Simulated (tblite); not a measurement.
Compound: C₆H₁₁As.
Geometry (GFN2-xTB, Å), atoms numbered from 1 in this order:
```
atom  x, y, z in Å
C1    -3.051   -0.341   -0.090
C2    -1.843   -0.335    0.446
C3    -0.597    0.052   -0.265
C4     0.519   -0.984   -0.102
C5     1.860   -0.299   -0.331
C6     1.915    0.891    0.617
As7    0.151    1.793    0.473
H8    -3.215   -0.071   -1.121
H9    -3.926   -0.612    0.476
H10   -1.712   -0.616    1.487
H11   -0.815    0.208   -1.326
H12    0.374   -1.817   -0.795
H13    0.494   -1.385    0.915
H14    2.690   -0.990   -0.160
H15    1.916    0.049   -1.366
H16    2.047    0.545    1.647
H17    2.740    1.569    0.388
H18    0.446    2.350   -0.905
```

Calculated harmonic vibrations of the isolated species, GFN2-xTB (tblite), most abundant isotopes, no scaling. Errors from tens to a few hundred cm⁻¹ against measured bands are possible. Modes of hydrogen on arsenic can be 10 to 20 % off. One conformer, not necessarily the lowest.

Harmonic wavenumbers (cm⁻¹): 64.7, 70.5, 203.6, 248.1, 294.5, 333.0, 401.8, 485.9, 558.2, 569.9, 673.3, 676.6, 739.7, 822.1, 880.8, 895.5, 922.6, 961.1, 978.2, 1009.0, 1025.1, 1072.9, 1096.4, 1113.0, 1144.3, 1193.1, 1221.0, 1245.3, 1258.5, 1302.1, 1320.4, 1334.0, 1419.2, 1455.5, 1484.9, 1494.2, 1702.9, 1846.0, 2919.0, 2922.9, 2940.0, 2950.9, 2956.5, 2964.0, 2969.4, 3012.0, 3092.8, 3119.9.

A = 2617, B = 1467, C = 1015 MHz; mass 158.008 u (most abundant isotopes); point group C1, symmetry number 1.

Problem. What is the zero-point energy?

Solution. ½Σν̃ = 32683 cm⁻¹ = 390.97 kJ/mol.

Problem. Give the ideal-gas entropy at 298.15 K and 1 bar in the rigid-rotor, harmonic-oscillator model (classical rotation).

Solution. Translation 172.00, rotation 120.51, vibration 84.23: S = 376.7 J/(mol K).

Problem. And Cp and H(298.15 K) − H(0)?

Solution. Cp = 136.34 J/(mol K), of which vibrations give 103.08 (their classical limit is 48 R = 399.1); H(298.15 K) − H(0) = 23.83 kJ/mol without the zero-point energy, 13.91 from vibrations.

Problem. Which modes carry the vibrational entropy at 298.15 K?

Solution. 64.7 cm⁻¹: 18.03; 70.5 cm⁻¹: 17.32; 203.6 cm⁻¹: 8.79; 248.1 cm⁻¹: 7.30; 294.5 cm⁻¹: 6.06; 333.0 cm⁻¹: 5.21 J/(mol K); the other 42 give 21.53 together.

Problem. How do the functions run with temperature in this model?

Solution. 
| T (K) | S (J/(mol K)) | Cp (J/(mol K)) | H − H(0) (kJ/mol) | G − H(0) (kJ/mol) | ln q(vib) |
| --- | --- | --- | --- | --- | --- |
| 100 | 278.2 | 61.6 | 4.64 | -23.18 | 1.06 |
| 200 | 331.0 | 95.9 | 12.47 | -53.74 | 2.74 |
| 300 | 377.6 | 137.1 | 24.08 | -89.19 | 4.55 |
| 500 | 466.6 | 214.3 | 59.58 | -173.70 | 8.54 |
| 800 | 585.1 | 288.9 | 136.08 | -331.96 | 14.78 |
| 1000 | 653.1 | 320.9 | 197.23 | -455.91 | 18.81 |

q(vib) and H(0) count from the zero-point level.

Problem. What must be added to the electronic energy to get the Gibbs energy at 298.15 K and 1 bar?

Solution. ZPE + [H(298.15 K) − H(0)] − T·S = 390.97 + 23.83 − 112.32 = 302.48 kJ/mol.

Hindered rotation and anharmonicity are outside this model. Other conformers, if any are populated, would add a mixing term that is left out. The structure is chiral; the term R ln 2 for an equal mix with its mirror image is left out.

On one thread, Arm Neoverse V2 (aarch64), on a shared host, this took 0.47 s of wall time. The figure is for the frequency step alone.
